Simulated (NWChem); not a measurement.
# AlAs₂H₅; SMILES [AsH2][AlH][AsH2]

```xyz
8

Al     0.8704     0.0930    -0.1440
As    -0.3551    -1.9142     0.4940
H     -0.1616    -2.5125    -0.8960
H     -1.6955    -1.2823     0.1356
As    -0.0205     2.3265     0.2505
H      1.2825     2.7631     0.9128
H     -0.6570     1.9053     1.5703
H      2.2958    -0.0589    -0.8391
```
Atoms are numbered in this order, from 1.

Program: NWChem. STO-3G and 3-21G are far too small for this property and stand as cheap habits. Structure relaxed at the PBE0/def2-SVP level. GIAO values for the isolated, static molecule; σ is the absolute isotropic shielding, δ = σ(reference) − σ with the isolated reference molecule computed at the same levels (1H: tetramethylsilane).

For level Hartree-Fock/STO-3G:

| Property | Result |
|---|---|
| σ Al1 (ppm) | 272.0 |
| σ As2 (ppm) | 2594.8 |
| δ H3 (ppm) | -0.36 |
| δ H4 (ppm) | -0.36 |
| δ H8 (ppm) | 3.53 |

Problem. How do the values read with level PBE0/pcSseg-1 instead?

Solution. σ Al1 (ppm): 196.6
σ As2 (ppm): 1922.7
δ H3 (ppm): 2.03
δ H4 (ppm): 1.95
δ H8 (ppm): 6.78
